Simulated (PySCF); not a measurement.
Atomic charges against the basis set

C3H8F2Si.
Structure used (PBE0-D3(BJ)/def2-SVP), in Å, numbered top down from 1:
```xyz
14
C3H8F2Si angstrom
F     -2.782   -0.611   -0.675
C     -1.651    0.079   -0.413
F     -1.034    0.314   -1.602
C     -0.749   -0.725    0.484
C      0.539   -0.010    0.880
Si     1.748    0.481   -0.500
H     -1.935    1.058    0.013
H     -0.536   -1.668   -0.046
H     -1.337   -0.990    1.379
H      1.109   -0.663    1.562
H      0.311    0.897    1.468
H      1.314    1.701   -1.240
H      1.933   -0.650   -1.460
H      3.067    0.777    0.144
```

PBE0 throughout (PySCF), one geometry, spherical d and f functions. The structure is a single PBE0-D3(BJ)/def2-SVP conformer in the gas phase; no vibrational or solvent corrections. Atoms taken as equivalent share a column and are averaged. The first 7 of 9 kinds of atom are listed.

Mulliken charges (e):

| basis | functions | F1/F3 | C2 | C4 | C5 | Si6 | H7 | H8/H9 |
| --- | --- | --- | --- | --- | --- | --- | --- | --- |
| STO-3G | 42 | -0.119 | +0.151 | -0.169 | -0.300 | +0.538 | +0.064 | +0.084 |
| 6-31G | 74 | -0.307 | +0.441 | -0.369 | -0.660 | +0.556 | +0.163 | +0.199 |
| pcSseg-0 | 74 | -0.355 | +0.522 | -0.557 | -0.980 | +0.558 | +0.229 | +0.270 |
| 6-31G* | 104 | -0.313 | +0.530 | -0.414 | -0.582 | +0.366 | +0.139 | +0.197 |
| cc-pVDZ | 128 | -0.201 | +0.384 | -0.106 | -0.226 | +0.219 | +0.025 | +0.058 |
| def2-SVP | 128 | -0.229 | +0.430 | -0.101 | -0.333 | +0.363 | +0.023 | +0.064 |
| aug-cc-pVDZ | 214 | -0.468 | +1.376 | +0.193 | +0.317 | -0.687 | -0.367 | -0.165 |
| 6-311+G(2d,p) | 218 | -0.262 | +0.305 | -0.250 | -0.550 | +0.396 | +0.140 | +0.165 |
| def2-TZVP | 240 | -0.190 | +0.267 | -0.191 | -0.369 | +0.153 | +0.068 | +0.126 |
| cc-pVTZ | 296 | -0.186 | +0.357 | -0.225 | -0.301 | +0.155 | +0.030 | +0.113 |
| IGLO-III | 299 | -0.233 | +0.306 | -0.239 | -0.515 | +0.739 | +0.091 | +0.148 |

IAO charges (e):

```tsv
basis	functions	F1/F3	C2	C4	C5	Si6	H7	H8/H9
STO-3G	42	-0.145	+0.185	-0.294	-0.502	+0.633	+0.102	+0.139
6-31G	74	-0.286	+0.395	-0.291	-0.519	+0.442	+0.145	+0.161
pcSseg-0	74	-0.281	+0.397	-0.300	-0.534	+0.436	+0.140	+0.161
6-31G*	104	-0.298	+0.453	-0.281	-0.531	+0.569	+0.126	+0.150
cc-pVDZ	128	-0.298	+0.450	-0.282	-0.530	+0.564	+0.129	+0.151
def2-SVP	128	-0.299	+0.452	-0.277	-0.529	+0.584	+0.127	+0.149
aug-cc-pVDZ	214	-0.308	+0.454	-0.286	-0.536	+0.564	+0.136	+0.155
6-311+G(2d,p)	218	-0.308	+0.453	-0.287	-0.547	+0.597	+0.138	+0.156
def2-TZVP	240	-0.308	+0.460	-0.288	-0.550	+0.605	+0.134	+0.155
cc-pVTZ	296	-0.307	+0.459	-0.289	-0.547	+0.591	+0.134	+0.155
IGLO-III	299	-0.309	+0.456	-0.289	-0.549	+0.605	+0.137	+0.156
```

Hirshfeld charges (e):

```
        basis  functions   F1/F3      C2      C4      C5     Si6      H7   H8/H9
       STO-3G         42  -0.088  +0.159  -0.032  -0.093  +0.345   0.000  +0.016
        6-31G         74  -0.107  +0.158  -0.066  -0.139  +0.263  +0.047  +0.045
     pcSseg-0         74  -0.101  +0.155  -0.070  -0.137  +0.293  +0.043  +0.040
       6-31G*        104  -0.096  +0.150  -0.066  -0.140  +0.264  +0.042  +0.045
      cc-pVDZ        128  -0.086  +0.142  -0.081  -0.146  +0.286  +0.041  +0.045
     def2-SVP        128  -0.092  +0.147  -0.082  -0.148  +0.294  +0.042  +0.045
  aug-cc-pVDZ        214  -0.096  +0.141  -0.094  -0.162  +0.295  +0.051  +0.051
6-311+G(2d,p)        218  -0.100  +0.143  -0.090  -0.158  +0.299  +0.051  +0.051
    def2-TZVP        240  -0.096  +0.142  -0.089  -0.158  +0.292  +0.048  +0.050
      cc-pVTZ        296  -0.092  +0.141  -0.088  -0.156  +0.288  +0.047  +0.049
     IGLO-III        299  -0.097  +0.140  -0.094  -0.159  +0.292  +0.050  +0.051
```

Some averages cover members that differ in this geometry, most widely: H8/H9, Mulliken in aug-cc-pVDZ -0.197 to -0.133; F1/F3, Mulliken in 6-311+G(2d,p) -0.276 to -0.248 e.

Which scheme is steadiest as the basis changes?

Largest range over the bases for any column: Hirshfeld 0.08 e, IAO 0.27 e, Mulliken 1.43 e. Hirshfeld charges move least and Mulliken charges most, counted in e. Without the minimal STO-3G basis the ranges are Hirshfeld 0.04, IAO 0.17, Mulliken 1.43 e.

How much do the charges still move between the two largest bases, cc-pVTZ and IGLO-III?

At most, over all atoms: Mulliken 0.584 e, IAO 0.014 e, Hirshfeld 0.006 e.

What do the same runs give for the total energy, the frontier levels and the dipole moment?

| basis | energy (Eh) | HOMO (eV) | LUMO (eV) | μ (D) |
| --- | --- | --- | --- | --- |
| STO-3G | -600.2312 | -5.09 | 8.14 | 1.20 |
| 6-31G | -607.7197 | -8.86 | 1.32 | 2.52 |
| pcSseg-0 | -606.7699 | -9.15 | 1.22 | 2.37 |
| 6-31G* | -607.8239 | -8.70 | 1.28 | 2.13 |
| cc-pVDZ | -607.8640 | -8.76 | 1.17 | 2.16 |
| def2-SVP | -607.5236 | -8.85 | 1.14 | 2.20 |
| aug-cc-pVDZ | -607.8903 | -8.86 | -0.22 | 2.32 |
| 6-311+G(2d,p) | -607.9627 | -8.89 | -0.04 | 2.38 |
| def2-TZVP | -607.9939 | -8.85 | 0.59 | 2.29 |
| cc-pVTZ | -607.9817 | -8.84 | 0.69 | 2.23 |
| IGLO-III | -608.0013 | -8.87 | 0.43 | 2.31 |

The dipole is fixed by the density alone, so its range of 1.32 D shows that the density itself changes with the basis, not only its division among atoms.
